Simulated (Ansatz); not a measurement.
# Pulling the pair apart

The pair of H2 (SMILES [H][H], atoms 1–2) and AsH3 (SMILES [AsH3], atoms 3–6), both closed shells, in one local arrangement (a lower one may exist), relaxed at PBE0-D4/def2-TZVP:

```
6
angstrom
H 0.3808 0.4216 -2.5585
H -0.1030 -0.1082 -2.3515
As -0.4411 -0.4858 0.9150
H -0.3643 -0.4054 2.4329
H 1.0736 -0.4483 0.7798
H -0.5458 1.0262 0.7824
```

AsH3 is shifted rigidly along the line between the mean atom positions of the two fragments (negative: closer). Counterpoise interaction energies in kJ/mol. Program: Ansatz 0.2.0. Basis: def2-TZVPPD. Cores are frozen in the correlated methods. Filled d shells of the heavier atoms are correlated. The def2 sets are not built for correlating such inner shells, so the correlated values are less sure here. B3LYP uses VWN-RPA correlation.

```csv
shift (Å),HF,MP2,B3LYP-D4
-0.33,3.9,0.2,-0.6
-0.17,2.2,-0.7,-1.2
0.00,1.2,-1.0,-1.4
0.17,0.6,-1.1,-1.4
0.40,0.2,-1.0,-1.2
0.83,-0.1,-0.7,-0.7
1.65,-0.1,-0.3,-0.3
3.31,0.0,-0.1,-0.1
```

Question: What does CCSD(T) give at these shifts? (Judge from chemistry; the value comes from the calculation.)

Answer: The calculation gives: 0.2, -0.6, -1.0, -1.1, -1.0, -0.7, -0.3, -0.1 kJ/mol. For zero shift, CCSD(T) at an estimated basis limit (MP2 extrapolated from triple and quadruple zeta, plus CCSD(T) − MP2 in triple zeta) gives -1.4 kJ/mol. These are counterpoise interaction energies, counted from the two frozen fragments.

No T1 diagnostic of these runs exceeds 0.011.

For scale, one of the runs: CCSD(T)/def2-TZVPPD, 139 basis functions, launched by `ansatz run in.yaml --threads 2 --pin off --events-out ev --progress --plain --max-ram 5222MiB`. The run took 11 s on 2 CPU threads of an Arm Neoverse V1 (shared host), with 0.74 GiB of host memory at its peak.
